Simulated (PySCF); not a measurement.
# 15N chemical shifts

Calculated, not measured (PySCF 2.14): GIAO PBE0/pcSseg-1 shieldings, geometry: GFN2-xTB. Averaged over atoms made equivalent by symmetry, fast rotation or ring inversion, isolated molecule, non-relativistic, one computed conformer.

Shieldings were converted by a linear fit to measured shifts: 15N (scatter 6.3 ppm rms vs CH3NO2, solution or neat liquid). A few per cent of atoms miss by over 2 rms, more outside the fitted compound classes.

(1) Give the 15N shifts of `CC(=O)c1cnncc1C`, `F[SiH2]n1ccnc1`, `CC(=O)c1ccnnc1C`.

(2) Match the shifts -245.6, -361.3, -385.7 ppm to `C[SiH2]C[Si@@H](Cl)N([SiH3])[SiH3]`, `C#C/C=C(\C#C)NC(C)=O`, `FC[C@H]1CCN1`.

## Answers

(1) 
```tsv
compound	environment	δ (ppm)
[CH3:1][C:2](=[O:3])[c:4]1[cH:5][n:6][n:7][cH:8][c:9]1[CH3:10]	N7: pyridine-type ring nitrogen	52.7
[CH3:1][C:2](=[O:3])[c:4]1[cH:5][n:6][n:7][cH:8][c:9]1[CH3:10]	N6: pyridine-type ring nitrogen	25.4
[F:1][SiH2:2][n:3]1[cH:4][cH:5][n:6][cH:7]1	N6: pyridine-type nitrogen of an azole	-110.8
[F:1][SiH2:2][n:3]1[cH:4][cH:5][n:6][cH:7]1	N3: pyrrole-type ring nitrogen	-226.7
[CH3:1][C:2](=[O:3])[c:4]1[cH:5][cH:6][n:7][n:8][c:9]1[CH3:10]	N7: pyridine-type ring nitrogen	58.8
[CH3:1][C:2](=[O:3])[c:4]1[cH:5][cH:6][n:7][n:8][c:9]1[CH3:10]	N8: pyridine-type ring nitrogen	38.6
```

(2) -245.6: C#C/C=C(\C#C)NC(C)=O (amide-type nitrogen); -361.3: FC[C@H]1CCN1 (amine nitrogen); -385.7: C[SiH2]C[Si@@H](Cl)N([SiH3])[SiH3] (nitrogen bonded to 3 Si).
